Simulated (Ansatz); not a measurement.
Li5H8⁺. Total charge 1; singlet. Geometry r2SCAN-D4/def2-TZVP; atoms count from 1.

```tsv
atom	x (Å)	y (Å)	z (Å)
Li1	-0.668	0.343	-0.983
Li2	-0.607	-1.546	0.555
Li3	0.068	-1.571	-2.498
Li4	0.544	0.319	1.877
Li5	2.119	-0.696	-0.464
H6	-1.033	-1.498	-1.173
H7	0.592	1.608	3.515
H8	1.283	-1.094	1.036
H9	-1.601	1.658	-2.345
H10	1.054	-0.237	-1.794
H11	-2.164	1.198	-2.168
H12	1.212	1.211	3.648
H13	-0.799	0.306	0.794
```

In the singlet, H9 and H11 lie 0.75 Å apart, H7 and H12 lie 0.75 Å apart (atoms count from 1), so H2 has formed as a molecule. The structure comes from a short search, and lower isomers may exist.

Question: Estimate the Mulliken populations from the PBE0/def2-TZVP orbitals of Ansatz.

Answer: 
```json
{"atom": "Li1", "charge (e)": "0.47"}
{"atom": "Li2", "charge (e)": "0.67"}
{"atom": "Li3", "charge (e)": "0.57"}
{"atom": "Li4", "charge (e)": "0.44"}
{"atom": "Li5", "charge (e)": "0.79"}
{"atom": "H6", "charge (e)": "-0.52"}
{"atom": "H7", "charge (e)": "0.05"}
{"atom": "H8", "charge (e)": "-0.53"}
{"atom": "H9", "charge (e)": "0.02"}
{"atom": "H10", "charge (e)": "-0.56"}
{"atom": "H11", "charge (e)": "0.05"}
{"atom": "H12", "charge (e)": "0.03"}
{"atom": "H13", "charge (e)": "-0.48"}
```
Mulliken values and Mayer orders depend strongly on the basis.
